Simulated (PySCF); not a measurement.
A run for PySCF: D3(BJ) and D4 dispersion corrections on H2 (SMILES [H][H]).

```python
from pyscf import gto
from pyscf.dispersion import dftd3, dftd4

mol = gto.M(
    atom='''
    H     0.00000000    0.00000000    0.37198582
    H    -0.00000000   -0.00000000   -0.37198582
    ''',
    basis='def2-svp',
    charge=0, spin=0, verbose=0, max_memory=1800)
d3, d4 = {}, {}
for xc in ['hf', 'pbe', 'blyp', 'revpbe', 'tpss', 'r2scan', 'b3lyp', 'pbe0', 'bhlyp', 'camb3lyp', 'b2plyp']:
    d3[xc] = float(dftd3.DFTD3Dispersion(mol, xc=xc, version='d3bj', atm=False).get_dispersion()['energy'])
    print(f'D3(BJ) {xc:10s} {d3[xc]:14.8f} Eh')
for xc in ['hf', 'pbe', 'blyp', 'revpbe', 'tpss', 'r2scan', 'b3lyp', 'pbe0', 'bhlyp', 'camb3lyp', 'b2plyp']:
    d4[xc] = float(dftd4.DFTD4Dispersion(mol, xc={'camb3lyp': 'cam-b3lyp'}.get(xc, xc), atm=True).get_dispersion()['energy'])
    print(f'D4     {xc:10s} {d4[xc]:14.8f} Eh')
```

Program output:

```
D3(BJ) hf            -0.00117364 Eh
D3(BJ) pbe           -0.00009172 Eh
D3(BJ) blyp          -0.00017715 Eh
D3(BJ) revpbe        -0.00027727 Eh
D3(BJ) tpss          -0.00010508 Eh
D3(BJ) r2scan        -0.00002154 Eh
D3(BJ) b3lyp         -0.00014081 Eh
D3(BJ) pbe0          -0.00006893 Eh
D3(BJ) bhlyp         -0.00009780 Eh
D3(BJ) camb3lyp      -0.00005081 Eh
D3(BJ) b2plyp        -0.00005583 Eh
D4     hf            -0.00039018 Eh
D4     pbe           -0.00007417 Eh
D4     blyp          -0.00017992 Eh
D4     revpbe        -0.00039475 Eh
D4     tpss          -0.00010103 Eh
D4     r2scan        -0.00001842 Eh
D4     b3lyp         -0.00011575 Eh
D4     pbe0          -0.00005901 Eh
D4     bhlyp         -0.00006405 Eh
D4     camb3lyp      -0.00005559 Eh
D4     b2plyp        -0.00005062 Eh
```

The run finished.

Cost: around 0.04 core-seconds (rough).
